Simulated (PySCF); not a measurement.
**KF at RHF**

Computed with RHF; basis K x2c-TZVPPall, F x2c-TZVPPall; spin-free X2C with a Gaussian nucleus; PySCF 2.14.

```json
{"state": "¹Σ⁺ (singlet), closed shell", "bond length": "0.2221 nm", "harmonic wavenumber": "422 cm⁻¹", "force constant": "1.34 mdyn/Å", "rotational constant Be": "0.2677 cm⁻¹", "anharmonicity ωexe": "2.32 cm⁻¹", "vibration–rotation constant αe": "0.00213 cm⁻¹", "well depth De to K + F": "283 kJ/mol", "dissociation energy D0": "280 kJ/mol", "HOMO–LUMO gap": "11.05 eV", "bond order (Mayer)": "0.27", "dipole moment (positive dipole means K(−)F(+))": "-9.19 D"}
```

Where the molecule has an RHF reference, its open-shell atoms are computed with UHF. Hartree–Fock leaves out correlation, which carries a large part of most bond energies and some tenths to 1 eV of ionisation energies.
